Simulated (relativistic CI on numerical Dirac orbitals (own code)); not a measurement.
**Level scheme of Sn27+**

These numbers are calculated, not measured: Dirac-Coulomb-Breit CI, KLI orbitals optimised for each configuration, QED by a radiative potential, unscaled Slater integrals (own radial code, finite nucleus).

CI space (outside the closed core [Ne]): 3s2 3p6 3d5, 3s2 3p5 3d6, 3s2 3p4 3d7, 3s 3p6 3d6, 3p6 3d7, 3s 3p5 3d7, 3s2 3p6 3d4 4s, 3s2 3p6 3d4 4p, 3s2 3p6 3d4 4d, 3s2 3p6 3d4 4f, 3s2 3p5 3d5 4s, 3s2 3p6 3d3 4s2, 3s 3p6 3d5 4s, 3s2 3p6 3d4 5s, 3p6 3d6 4s, 3s2 3p6 3d3 4p2. Levels of other configurations are missing.

The lowest level is 3s2 3p6 3d5 6S_5/2, with 74 % of that term; Hund's rules for 3s2 3p6 3d5 give 6S with J = 5/2, in agreement.

```
No.  Configuration  Term     J   E (eV)    %  Next component (%)  Lifetime (s)   jj configuration (%)
  1    3s2 3p6 3d5    6S   5/2   0.0000   74               20 4P                 3d3/2^3 3d5/2^2 (40)
  2    3s2 3p6 3d5    2F   5/2  11.0561   24               23 4G      1.26e-04             3d5/2 (60)
  3    3s2 3p6 3d5    4G   7/2  16.3487   54               18 2F      4.05e-04   3d3/2^3 3d5/2^2 (91)
  4    3s2 3p6 3d5    4P   3/2  16.5541   46               40 4D      6.58e-05   3d3/2^3 3d5/2^2 (88)
  5    3s2 3p6 3d5    4G  11/2  17.2343   68               23 2H                 3d3/2^3 3d5/2^2 (80)
  6    3s2 3p6 3d5    4G   5/2  18.1837   39               27 4D      9.89e-05   3d3/2^3 3d5/2^2 (53)
  7    3s2 3p6 3d5    4G   9/2  18.5568   74               12 4F      6.17e-03   3d3/2^3 3d5/2^2 (63)
  8    3s2 3p6 3d5    4P   1/2  19.2889   67               23 4D      2.20e-03   3d3/2^3 3d5/2^2 (60)
  9    3s2 3p6 3d5    4D   7/2  22.8835   52               24 4G      2.50e-04   3d3/2^2 3d5/2^3 (64)
 10    3s2 3p6 3d5    2D   5/2  23.4868   33               28 4D      7.90e-05   3d3/2^3 3d5/2^2 (52)
 11    3s2 3p6 3d5    2F   7/2  26.2561   39               21 4F      2.45e-04   3d3/2^3 3d5/2^2 (54)
 12    3s2 3p6 3d5    2I  11/2  26.2793   65               23 4G      1.78e-04   3d3/2^2 3d5/2^3 (82)
 13    3s2 3p6 3d5    4D   1/2  26.6347   75               20 4P      1.06e-04   3d3/2^2 3d5/2^3 (87)
 14    3s2 3p6 3d5    4D   3/2  26.6990   43               38 2D      1.95e-04   3d3/2^2 3d5/2^3 (56)
 15    3s2 3p6 3d5    4F   3/2  27.9294   47               31 4P      4.24e-05   3d3/2^2 3d5/2^3 (75)
 16    3s2 3p6 3d5    2G   9/2  28.1267   46               23 4F      1.99e-04   3d3/2^2 3d5/2^3 (64)
 17    3s2 3p6 3d5    2I  13/2  28.9883  100                          1.01e-03  3d3/2^2 3d5/2^3 (100)
 18    3s2 3p6 3d5    2F   5/2  30.0147   31               21 4F      4.93e-05   3d3/2^2 3d5/2^3 (64)
 19    3s2 3p6 3d5    2H   9/2  33.1275   54               44 4F      5.56e-05   3d3/2^2 3d5/2^3 (98)
 20    3s2 3p6 3d5    4F   5/2  33.7656   35               26 2F      4.36e-05   3d3/2^2 3d5/2^3 (57)
 21    3s2 3p6 3d5    2G   7/2  34.7616   57               31 2F      1.93e-04   3d3/2^2 3d5/2^3 (92)
 22    3s2 3p6 3d5    2F   5/2  36.5673   44               20 2D      3.95e-05   3d3/2^2 3d5/2^3 (57)
 23    3s2 3p6 3d5    2D   3/2  36.6469   57               35 4F      1.02e-04     3d3/2 3d5/2^4 (46)
 24    3s2 3p6 3d5    2F   7/2  37.4214   61               27 2G      5.52e-05     3d3/2 3d5/2^4 (49)
 25    3s2 3p6 3d5    2S   1/2  39.4906   77               11 4P      4.72e-05   3d3/2^2 3d5/2^3 (38)
 26    3s2 3p6 3d5    4F   7/2  40.1039   47               30 2F      5.05e-05     3d3/2 3d5/2^4 (69)
 27    3s2 3p6 3d5    2H  11/2  40.9173   65               26 2I      3.91e-05     3d3/2 3d5/2^4 (95)
 28    3s2 3p6 3d5    2G   9/2  40.9886   50               27 2H      9.06e-05     3d3/2 3d5/2^4 (56)
 29    3s2 3p6 3d5    2D   3/2  44.1646   78               12 4D      2.82e-05     3d3/2 3d5/2^4 (55)
 30    3s2 3p6 3d5    2D   5/2  45.1568   58               29 2F      2.95e-05     3d3/2 3d5/2^4 (63)
```

Energies count from the lowest computed level; lifetimes are radiative, by E1, M1, E2, M2 decay to levels of this space only; some are left blank where a channel outside the calculation adds to the decay or the decay crosses a small, uncertain gap. Filled j subshells are mostly left out of the jj labels.

The mean weight of the leading LS term, summed over parents, in these 30 levels is 55 %, and that of the leading jj configuration (from the same eigenvectors) 67 %, so jj coupling describes them better and the LS labels are nominal.

At this charge energies of transitions that change n are usually good to better than 1 %, and those within a shell (Δn = 0) to a few per cent. Terms inside the open d or f shell come out 10 to 20 % too wide with unscaled integrals.

LS names give the leading component of a level, which can be under half, so a name can repeat, a term be missing and a line seem to break the LS rules.
